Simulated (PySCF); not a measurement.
Spinor energies of I(18+) (iodine, charge +18)

Start: [Ar] 3d10 4s2 4p5; 4p1/2 filled at m_j = -1/2, +1/2; 4p3/2 filled at m_j = -1/2, +1/2, +3/2. Calculated with PySCF 2.14 in an uncontracted even-tempered set (18 s from 1 bohr⁻², ratio 2.8; 14 p from 1.4 bohr⁻², ratio 2.8; 9 d from 2.4 bohr⁻², ratio 2.8; 4 f from 8.6 bohr⁻², ratio 3): generalised Hartree-Fock with the X2C-1e Hamiltonian and a Gaussian nucleus; spin-orbit coupling (SO) screened by Boettger's factors.

```json
{"spinor shell": "1s1/2", "electrons": "2", "ε, screened SO (eV)": "-33810.4", "weight of nominal j (screened SO)": "1.000", "rms radius, screened SO (bohr)": "0.0311"}
{"spinor shell": "2s1/2", "electrons": "2", "ε, screened SO (eV)": "-5725.9", "weight of nominal j (screened SO)": "1.000", "rms radius, screened SO (bohr)": "0.127"}
{"spinor shell": "2p1/2", "electrons": "2", "ε, screened SO (eV)": "-5390.9", "weight of nominal j (screened SO)": "1.000", "rms radius, screened SO (bohr)": "0.109"}
{"spinor shell": "2p3/2", "electrons": "4", "ε, screened SO (eV)": "-5088.5", "weight of nominal j (screened SO)": "1.000", "rms radius, screened SO (bohr)": "0.115"}
{"spinor shell": "3s1/2", "electrons": "2", "ε, screened SO (eV)": "-1556.7", "weight of nominal j (screened SO)": "1.000", "rms radius, screened SO (bohr)": "0.333"}
{"spinor shell": "3p1/2", "electrons": "2", "ε, screened SO (eV)": "-1418.1", "weight of nominal j (screened SO)": "1.000", "rms radius, screened SO (bohr)": "0.324"}
{"spinor shell": "3d3/2", "electrons": "4", "ε, screened SO (eV)": "-1116.0", "weight of nominal j (screened SO)": "0.999", "rms radius, screened SO (bohr)": "0.307"}
{"spinor shell": "3d5/2", "electrons": "6", "ε, screened SO (eV)": "-1103.4", "weight of nominal j (screened SO)": "0.999", "rms radius, screened SO (bohr)": "0.310"}
{"spinor shell": "4s1/2", "electrons": "2", "ε, screened SO (eV)": "-606.93", "weight of nominal j (screened SO)": "1.000", "rms radius, screened SO (bohr)": "0.721"}
{"spinor shell": "4p1/2", "electrons": "2", "ε, screened SO (eV)": "-550.41", "weight of nominal j (screened SO)": "0.990", "rms radius, screened SO (bohr)": "0.743"}
{"spinor shell": "4p3/2", "electrons": "3", "ε, screened SO (eV)": "-535.77", "weight of nominal j (screened SO)": "0.994", "rms radius, screened SO (bohr)": "0.764"}
```

Q: Where does 3p3/2 lie, and what is the 3p spin-orbit splitting (screened SO)?

A: At -1357.8 eV, 60.237 eV above 3p1/2.

```json
{"quantity": "E (hartree)", "screened SO": "-6985.22721"}
{"quantity": "M_J", "screened SO": "3/2"}
{"quantity": "⟨J²⟩", "screened SO": "3.752"}
{"quantity": "⟨L²⟩", "screened SO": "2.019"}
{"quantity": "⟨S²⟩", "screened SO": "0.768"}
```

Each row is a mean over spinors that exchange with the open shell spreads, by up to 7.996 eV (4s1/2).

Breit and QED terms are absent; they matter most for the inner s and p1/2 levels.

Densities and radii are taken from the X2C orbitals without a picture-change correction, which distorts them close to the nucleus.
